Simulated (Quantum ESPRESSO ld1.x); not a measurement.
Problem. Coherent X-ray form factor from a spherical all-electron density. Method: scalar-relativistic Kohn-Sham, LDA (Slater exchange, VWN5 correlation), spin-polarised, spherical densities, point nucleus; computed with ld1.x of Quantum ESPRESSO 7.5.

sin(theta)/lambda (1/angstrom)  f0 (electrons)
0.05                                    16.507
0.1                                     15.228
0.15                                    13.598
0.2                                     12.005
0.25                                    10.656
0.3                                      9.601
0.4                                      8.189
0.5                                      7.293
0.6                                      6.571
0.8                                      5.222
1                                        4.010
1.25                                     2.878
1.5                                      2.167
2                                        1.505

The species is in the configuration that NIST lists as its ground one. Which atom or ion scatters so?

Solution. Neutral chlorine, [Ne] 3s2 3p5. Extrapolating in s^2 from the first two rows gives f0(0) = 16.9, near the electron count 17; among species with that count, the fall with angle is slower the higher Z, and the table is that of Z = 17; from so few rows the species is fixed only to a neighbour or two.
